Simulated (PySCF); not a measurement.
# How methods differ on the excitation energy of N⁺

N⁺ [He] 2s2 2p2 (3P) → N⁺ [He] 2s2 2p1 3d1 (high-spin determinant), as a difference of total energies. Computed with PySCF 2.14 in dyall-av3z (15s9p3d2f, 71 functions), with the non-relativistic Hamiltonian (point nucleus). Correlated levels: valence: 1s2 frozen; virtual orbitals above 40 to 60 times the deepest correlated orbital energy dropped. The calculations carry no spin-orbit coupling.

```csv
method,excitation energy (cm⁻¹)
UHF,199320
MP2 (valence),199140
SCS-MP2 (valence),198240
CCSD (valence),199880
CCSD(T) (valence),199680
```

The promoted electron is Rydberg-like, and one or two diffuse shells describe it only roughly, which tends to raise the upper state.

The determinant of the upper state mixes LS terms, which raises its energy above the lowest term, most at the Hartree-Fock and MP2 levels.
